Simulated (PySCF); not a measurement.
Species: C6H8O3.
Atom-mapped SMILES: `[CH3:1][C:2]1=[CH:3][C@@H:4]([O:5][CH:6]=[O:7])[O:8][CH2:9]1` (hydrogens: H10, H11, H12 on C1; H13 on C3; H14 on C4; H15 on C6; H16, H17 on C9)

The same species was optimised twice, with GFN2-xTB and with PBE0-D3(BJ)/def2-SVP (PySCF), and the same property calculations (PySCF, gas phase) were run on both structures.

| coordinate | GFN2-xTB | PBE0-D3(BJ)/def2-SVP | change |
| --- | --- | --- | --- |
| O5–C6 (Å) | 1.320 | 1.334 | +0.014 |
| O8–C9 (Å) | 1.422 | 1.410 | -0.012 |
| C2=C3 (Å) | 1.326 | 1.336 | +0.010 |
| C4–O5 (Å) | 1.452 | 1.444 | -0.008 |
| C3–C4 (Å) | 1.500 | 1.494 | -0.006 |
| C4–O8 (Å) | 1.389 | 1.385 | -0.004 |
| C2–C9 (Å) | 1.505 | 1.501 | -0.004 |
| C6=O7 (Å) | 1.194 | 1.196 | +0.002 |
| C1–C2 (Å) | 1.484 | 1.486 | +0.002 |
| O5–C6–O7 (°) | 127.7 | 126.7 | -1.0 |
| C1–C2–C9 (°) | 121.7 | 122.7 | +1.0 |
| C4–O8–C9 (°) | 109.4 | 110.2 | +0.8 |
| C3–C4–O5 (°) | 108.5 | 107.9 | -0.6 |
| C3–C2–C9 (°) | 108.5 | 108.0 | -0.5 |
| C1–C2–C3 (°) | 129.8 | 129.3 | -0.5 |
| C2–C9–O8 (°) | 105.0 | 105.4 | +0.4 |
| O5–C4–O8 (°) | 109.6 | 109.9 | +0.3 |
| C3–C4–O5–C6 (°) | -132 | -145 | -13 |
| C4–O5–C6–O7 (°) | 4 | 4 | 0 |

Rotational constants: A = 4627, B = 920.6, C = 843.8 MHz (GFN2-xTB) against A = 4831, B = 915.9, C = 841.9 MHz (PBE0-D3(BJ)/def2-SVP). Point groups within 0.08 Å: C1 and C1.

On the GFN2-xTB structure: HOMO (eV) -7.46 [PBE0/pcSseg-1]; LUMO (eV) -0.16 [PBE0/pcSseg-1]; dipole (D) 4.21 [PBE0/pcSseg-1]; GIAO shielding of C1 (ppm) 171.8 [PBE0/pcSseg-1]; GIAO shielding of C2 (ppm) 33.5 [PBE0/pcSseg-1]; GIAO shielding of C3 (ppm) 58.6 [PBE0/pcSseg-1]; GIAO shielding of C4 (ppm) 82.6 [PBE0/pcSseg-1]; GIAO shielding of O5 (ppm) 69.0 [PBE0/pcSseg-1]; GIAO shielding of C6 (ppm) 22.7 [PBE0/pcSseg-1]; GIAO shielding of O7 (ppm) -93.6 [PBE0/pcSseg-1]; GIAO shielding of O8 (ppm) 239.4 [PBE0/pcSseg-1].

Question: What do these properties become on the PBE0-D3(BJ)/def2-SVP structure?

Answer: 
| property | level | on GFN2-xTB | on PBE0-D3(BJ)/def2-SVP | change |
| --- | --- | --- | --- | --- |
| HOMO (eV) | PBE0/pcSseg-1 | -7.46 | -7.41 | +0.05 |
| LUMO (eV) | PBE0/pcSseg-1 | -0.16 | -0.19 | -0.03 |
| dipole (D) | PBE0/pcSseg-1 | 4.21 | 4.15 | -0.06 |
| energy, GFN2-xTB geometry as zero (kcal/mol) | PBE0/pcSseg-1 | 0.0 | -0.5 | -0.5 |
| GIAO shielding of C1 (ppm) | PBE0/pcSseg-1 | 171.8 | 169.9 | -1.9 |
| GIAO shielding of C2 (ppm) | PBE0/pcSseg-1 | 33.5 | 31.6 | -1.9 |
| GIAO shielding of C3 (ppm) | PBE0/pcSseg-1 | 58.6 | 56.6 | -2.0 |
| GIAO shielding of C4 (ppm) | PBE0/pcSseg-1 | 82.6 | 84.2 | +1.6 |
| GIAO shielding of O5 (ppm) | PBE0/pcSseg-1 | 69.0 | 64.4 | -4.6 |
| GIAO shielding of C6 (ppm) | PBE0/pcSseg-1 | 22.7 | 20.6 | -2.1 |
| GIAO shielding of O7 (ppm) | PBE0/pcSseg-1 | -93.6 | -105.3 | -11.7 |
| GIAO shielding of O8 (ppm) | PBE0/pcSseg-1 | 239.4 | 240.6 | +1.2 |

The heavy atoms differ by 0.116 Å rms after alignment. Among bonds between heavy atoms O5–C6 changes most (+0.014 Å). Changes are differences of the printed values. Neither structure is proved a minimum here.

The values belong to the conformer `[CH3:1][C:2]1=[CH:3][C@@H:4]([O:5][CH:6]=[O:7])[O:8][CH2:9]1`: C3–C4–O5–C6 -145°, C4–O5–C6–O7 4°.
